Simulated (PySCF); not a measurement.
Job file and geometry (Å, from GFN2-xTB) of an NMR shielding run on `C[NH][AlH2-][S+](C)C`, C3H12AlNS, GIAO PBE0/pcSseg-1 NMR shielding, non-relativistic, gas phase (PySCF 2.14.0, density-fitted response routines); density fitting, a coarse starting grid and PySCF grid level 2 are the driver's defaults:

```
$ OMP_NUM_THREADS=1 python probes_run.py task.json out

{"job": {"kind": "nmr", "xc": "PBE0", "basis": "pcSseg-1"}, "charge": 0, "multiplicity": 1}
C      3.154861     0.130416     0.076551
N      1.841913     0.012091    -0.544920
Al     0.446581    -0.765497     0.264141
S     -1.254277    -0.247970    -1.450906
C     -2.502984    -1.028936    -0.402531
C     -1.438739     1.484490    -0.949760
H      3.903828    -0.493900    -0.421425
H      3.075644    -0.199046     1.112719
H      3.515817     1.164254     0.072749
H      1.901137     0.351170    -1.501476
H      0.213103    -2.303621     0.258734
H     -0.236654     0.019208     1.440054
H     -2.626662    -2.044023    -0.766022
H     -3.437813    -0.485174    -0.497066
H     -2.162771    -1.044858     0.633817
H     -2.487541     1.758826    -1.007180
H     -0.863559     2.077871    -1.653052
H     -1.050643     1.621016     0.059157
```

Task: Write the output of this run.

Result: 
```
coarse grid: 15008 points
cycle   1  E = -816.3025946117  dE =  2.465e-01  |g| = 4.980e-01  |ddm| = 3.588e+00
cycle   2  E = -816.2546103102  dE =  4.798e-02  |g| = 6.896e-01  |ddm| = 1.407e+00
cycle   3  E = -816.3629397184  dE = -1.083e-01  |g| = 7.118e-02  |ddm| = 9.161e-01
cycle   4  E = -816.3639747113  dE = -1.035e-03  |g| = 2.376e-02  |ddm| = 8.137e-02
cycle   5  E = -816.3640986132  dE = -1.239e-04  |g| = 7.217e-03  |ddm| = 2.355e-02
cycle   6  E = -816.3641111354  dE = -1.252e-05  |g| = 1.371e-03  |ddm| = 7.910e-03
cycle   7  E = -816.3641116371  dE = -5.016e-07  |g| = 2.886e-04  |ddm| = 2.008e-03
final grid: 132720 points
cycle   8  E = -816.3992559178  dE = -2.705e-05  |g| = 9.320e-03  |ddm| = 2.544e-02
cycle   9  E = -816.3992434700  dE =  1.245e-05  |g| = 1.184e-02  |ddm| = 1.825e-02
cycle  10  E = -816.3992766677  dE = -3.320e-05  |g| = 8.834e-04  |ddm| = 1.051e-02
cycle  11  E = -816.3992768246  dE = -1.569e-07  |g| = 2.289e-04  |ddm| = 8.979e-04
cycle  12  E = -816.3992768353  dE = -1.072e-08  |g| = 6.029e-05  |ddm| = 2.528e-04
cycle  13  E = -816.3992768362  dE = -9.659e-10  |g| = 1.624e-05  |ddm| = 1.038e-04
converged SCF energy = -816.3992768362

GIAO shielding tensors (ppm)
atom      isotropic    diamagn.    paramagn.     s11        s22        s33       span
  0 C      153.611     239.214     -85.603    126.706    149.390    184.736     58.031
  1 N      254.493     323.390     -68.897    217.812    255.311    290.355     72.544
  2 Al     413.939     796.990    -383.051    373.121    413.155    455.541     82.420
  3 S      629.330    1060.670    -431.340    465.539    639.480    782.972    317.433
  4 C      162.897     253.168     -90.271    142.137    158.997    187.557     45.420
  5 C      158.094     253.575     -95.481    142.279    144.645    187.357     45.079
  6 H       28.635      26.274       2.361     23.052     26.590     36.262     13.211
  7 H       29.236      28.518       0.717     24.989     27.423     35.296     10.307
  8 H       28.722      27.352       1.370     23.135     26.859     36.173     13.037
  9 H       32.382      34.798      -2.416     22.418     33.865     40.863     18.444
 10 H       27.352      31.384      -4.032     23.617     26.055     32.385      8.768
 11 H       27.513      31.957      -4.444     24.812     26.737     30.989      6.177
 12 H       29.513      29.994      -0.482     24.619     25.826     38.093     13.473
 13 H       30.032      29.747       0.285     24.814     27.538     37.746     12.932
 14 H       28.647      31.224      -2.576     22.949     28.359     34.634     11.685
 15 H       29.829      30.416      -0.587     24.646     27.300     37.541     12.895
 16 H       29.437      31.456      -2.019     24.959     26.231     37.120     12.161
 17 H       28.442      32.208      -3.766     23.142     28.205     33.978     10.836
```

Size and cost of the density-fitted run: 176 basis functions, 30 s wall time on 1 thread of an Arm Neoverse V1, shared host; peak memory 0.8 GiB.
